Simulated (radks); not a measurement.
Task: The mean radii <r> (bohr) of the occupied orbitals of an atom or ion are listed with their occupations. Method: non-relativistic Kohn-Sham, PBEsol, spin-polarised, spherical densities, point nucleus; computed with a radial shooting solver on a logarithmic mesh with Libxc functionals.

orbital  occ.     <r>
1s up       1  0.2309
1s down     1  0.2299
2s up       1   1.309
2s down     1   1.370
2p up       3   1.433

Name the element and its charge. Open shells, if any, are filled with parallel spins first.

Result: Z = 7, nitrogen, charge 0: N in [He] 2s2 2p3. The 1s radius gives Z: for a bare nucleus <r> = 1.5/Z, 0.2143 bohr for Z = 7, and screening makes it slightly larger (0.2309 here). The occupations add up to 7, and the charge is Z minus that.
